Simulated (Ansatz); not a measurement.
Geometry optimisation, RKS PBE-D4/STO-3G in Ansatz 0.2.0.

Input:

```yaml
crystal:
  periodic: [false, false, false]
  atoms:
    - { symbol: B, position_ang: [-1.1073, -1.9878, 0.6278] }
    - { symbol: Si, position_ang: [-0.2076, -1.1969, -0.9049] }
    - { symbol: C, position_ang: [0.5253, 0.4762, -0.5097] }
    - { symbol: C, position_ang: [1.6072, 0.3673, 0.6711] }
    - { symbol: F, position_ang: [1.2431, 0.9195, -1.6275] }
    - { symbol: Si, position_ang: [-0.8038, 1.7174, -0.0977] }
    - { symbol: H, position_ang: [-0.5539, -2.156, 1.6285] }
    - { symbol: H, position_ang: [-2.274, -2.1482, 0.5286] }
    - { symbol: H, position_ang: [-1.1354, -1.0196, -1.9854] }
    - { symbol: H, position_ang: [0.8658, -2.1227, -1.277] }
    - { symbol: H, position_ang: [1.9981, 1.3408, 0.8977] }
    - { symbol: H, position_ang: [2.3563, -0.3627, 0.4485] }
    - { symbol: H, position_ang: [0.962, 0.0453, 1.5798] }
    - { symbol: H, position_ang: [-1.5685, 1.2632, 1.1101] }
    - { symbol: H, position_ang: [-1.7263, 1.7869, -1.2339] }
    - { symbol: H, position_ang: [-0.2038, 3.0546, 0.1883] }
basis:
  gaussian: { orbitals: STO-3G }
hamiltonian:
  xc: pbe
  dispersion: d4
relax:
  f_tol: 0.02
  max_steps: 50
output:
  orbitals: {}
```

Launched with:

```bash
$ ansatz run input.yaml --threads 1 --pin off --max-ram 2048MiB --backend cpu --events-out ev --progress --plain --runs-dir out
```

Where does it end, and by what steps?

It converged. The force dipped under the threshold on the way, but the program's further checks kept it going. Limits of this set-up: minimal basis. After 25 steps the energy has fallen by 0.768 eV; H16 moved furthest, 1.20 Å.

| step | energy less start (eV) | largest force component (eV/Å) | accepted |
| --- | --- | --- | --- |
| 0 | 0.0000 | 4.312 | yes |
| 1 | -0.3071 | 1.474 | yes |
| 2 | -0.4440 | 0.460 | yes |
| 3 | -0.4447 | 0.568 | yes |
| 4 | -0.4682 | 0.208 | yes |
| 5 | -0.4795 | 0.093 | yes |
| 6 | -0.4818 | 0.370 | yes |
| 7 | -0.4849 | 0.095 | yes |
| 8 | -0.4865 | 0.013 | yes |
| 9 | -0.4860 | 0.137 | no |
| 10 | -0.4870 | 0.050 | yes |
| 11 | -0.4880 | 0.048 | yes |
| 12 | -0.4886 | 0.051 | yes |
| 13 | -0.4889 | 0.241 | yes |
| 14 | -0.4919 | 0.135 | yes |
| 15 | -0.4958 | 0.072 | yes |
| 16 | -0.5040 | 0.345 | yes |
| 17 | -0.5284 | 0.642 | yes |
| 18 | -0.6193 | 0.697 | yes |
| 19 | -0.6999 | 0.426 | yes |
| 20 | -0.6856 | 1.103 | no |
| 21 | -0.7548 | 0.225 | yes |
| 22 | -0.7575 | 0.275 | yes |
| 23 | -0.7640 | 0.226 | yes |
| 24 | -0.7674 | 0.045 | yes |
| 25 | -0.7675 | 0.015 | yes |

```xyz
16
Properties=species:S:1:pos:R:3
B -1.450 -1.150 0.586
Si -0.099 -1.303 -0.851
C 0.702 0.460 -0.665
C 1.818 0.442 0.454
F 1.217 1.070 -1.832
Si -0.879 1.337 0.054
H -1.087 -1.440 1.668
H -2.582 -1.333 0.330
H -0.629 -1.387 -2.206
H 0.913 -2.342 -0.705
H 2.180 1.463 0.686
H 2.683 -0.161 0.119
H 1.426 -0.010 1.386
H -1.589 0.243 0.919
H -1.890 1.679 -0.938
H -0.756 2.411 1.040
```

Whether the end is a true minimum wasn't checked by a vibrational analysis.

The run took 97 s on 1 thread of Arm Neoverse V2, with other jobs on the host, peak memory 0.16 GiB.
